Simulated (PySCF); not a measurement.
Species: BH6NO3Si.
SMILES: `N[SiH2]OB(O)O`

The closed-shell ground state was solved at several levels (PySCF, density fitting, gas phase, non-relativistic). Isolated species at its PBE0-D3(BJ)/def2-SVP geometry (one conformer only).

```json
{"level": "OPBE/pcSseg-1", "basis functions": "139", "HOMO (eV)": "-6.11", "LUMO (eV)": "0.34", "gap (eV)": "6.45", "dipole (D)": "1.40"}
{"level": "B97-D/pcSseg-1", "basis functions": "139", "HOMO (eV)": "-6.12", "LUMO (eV)": "0.22", "gap (eV)": "6.34", "dipole (D)": "1.38"}
{"level": "PBE0/IGLO-III", "basis functions": "279", "HOMO (eV)": "-7.70", "LUMO (eV)": "0.34", "gap (eV)": "8.04", "dipole (D)": "1.26"}
{"level": "PBE0/def2-SVP", "basis functions": "118", "HOMO (eV)": "-7.44", "LUMO (eV)": "1.40", "gap (eV)": "8.84", "dipole (D)": "1.46"}
{"level": "LDA/pcSseg-1", "basis functions": "139", "HOMO (eV)": "-6.28", "LUMO (eV)": "-0.08", "gap (eV)": "6.20", "dipole (D)": "1.44"}
{"level": "PBE0/6-311+G(2d,p)", "basis functions": "206", "HOMO (eV)": "-7.73", "LUMO (eV)": "-0.16", "gap (eV)": "7.57", "dipole (D)": "1.26"}
```

(1) Estimate the row for CAM-B3LYP/pcSseg-1, a basis of 139 functions; the other rows only guide the guess.

(2) Over all these levels, which gives the widest orbital gap and which the narrowest?

(3) How much does the basis alone move the frontier levels among the 3 PBE0 rows?

(4) How far do the dipole and the HOMO energy spread over the levels?

Answers

(1) HOMO -9.06 eV, LUMO 1.88 eV, gap 10.94 eV, dipole 1.36 D.

(2) CAM-B3LYP/pcSseg-1 (range-separated hybrid) has the widest, 10.94 eV, and LDA/pcSseg-1 (LDA) the narrowest, 6.20 eV. The two share the basis. From the narrowest to the widest the HOMO moves by -2.78 eV and the LUMO by +1.96 eV.

(3) The HOMO by 0.29 eV and the LUMO by 1.56 eV. By rising basis size (HOMO, LUMO in eV): def2-SVP -7.44, 1.40; 6-311+G(2d,p) -7.73, -0.16; IGLO-III -7.70, 0.34.

(4) The dipole runs from 1.26 to 1.46 D (mean 1.37 D) and the HOMO from -9.06 to -6.11 eV.
